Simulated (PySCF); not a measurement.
Computed IR spectrum (relative IR intensity) of a molecule C2H8OSi3. Geometry optimised at PBE-D3(BJ)/def2-SVP. One conformer was computed; it need not be the lowest. These are PBE-D3(BJ)/def2-SVP (PySCF) values and carry that method's errors. Frequencies are harmonic and unscaled.

Lines under 2 % of the strongest are left out, and lines within 2 cm⁻¹ are merged.

| ν (cm⁻¹) | relative intensity |
|---|---|
| 300 | 24 |
| 329 | 21 |
| 402 | 6.4 |
| 456 | 3.2 |
| 483 | 9.1 |
| 502 | 2.6 |
| 580 | 15 |
| 646 | 14 |
| 665 | 5.2 |
| 699 | 19 |
| 723 | 32 |
| 744 | 96 |
| 785 | 18 |
| 833 | 89 |
| 863 | 100 |
| 888 | 16 |
| 900 | 12 |
| 904 | 14 |
| 1017 | 2.2 |
| 1223 | 7.6 |
| 2116 | 32 |
| 2142 | 34 |
| 2156 | 27 |
| 2162 | 31 |
| 2171 | 54 |
| 3046 | 3.2 |
| 3068 | 11 |
| 3757 | 35 |

Task: Which molecule gave these data?
A) O[Si@H]1C=C[Si@@H]1[SiH3]
B) O=C1C[Si@H]([SiH3])[SiH2]1
C) O=CC1[SiH2][SiH2][SiH2]1
D) C=C[Si@@H]1O[SiH2][SiH2]1

Result: A, O[Si@H]1C=C[Si@@H]1[SiH3]
